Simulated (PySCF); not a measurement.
CH4N2O2Si, SMILES N#CO[Si@@H](N)O.

Geometry optimised at TPSSh-D3(BJ)/def2-SVP. The structure was generated by enumeration; whether it is a known compound was not checked. The values are those of a single conformer.

Computed with PBE0/def2-TZVP (PySCF).

Gas-phase values at a fixed geometry.

```json
{
  "total_energy": "-589.73955 hartree",
  "highest_occupied_level": "-8.47 eV",
  "lowest_empty_level": "0.29 eV",
  "orbital_gap": "8.76 eV",
  "dipole_moment": "1.016 e·Å",
  "quadrupole, principal values (traceless, Buckingham form, about the centre of nuclear charge)": "-12.50, 3.77, 8.73 D·Å",
  "mean_static_polarisability": "52.0 bohr³ (7.71 Å³)",
  "polarisability_principal_values": "42.7, 43.8, 69.6 bohr³"
}
```
